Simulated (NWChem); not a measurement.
System: WHOF5; SMILES [OH][W]([F])([F])([F])([F])[F]

```xyz
8

W      0.0000     0.0002    -0.0081
F      0.0002    -0.0508     1.8587
F      1.7654    -0.6202     0.0451
F      0.6187     1.7630     0.1107
F     -0.6185    -1.7666     0.0139
F     -1.7655     0.6165     0.0796
O     -0.0003     0.0512    -1.8542
H     -0.0008     0.0797    -2.8232
```
Atoms are numbered in this order, from 1.

Results from NWChem. Structure relaxed at the PBE-D3(BJ)/def2-SVP level. No frequency run checked for a minimum. def2 effective core potentials on W; no spin-orbit coupling. Field at 589 nm.

Predict the results for B3LYP/def2-SVPD. Quantities: isotropic polarisability (bohr³); anisotropy (bohr³).


```
Item                              Value
--------------------------------  -----
isotropic polarisability (bohr³)   55.2
anisotropy (bohr³)                 10.3
```
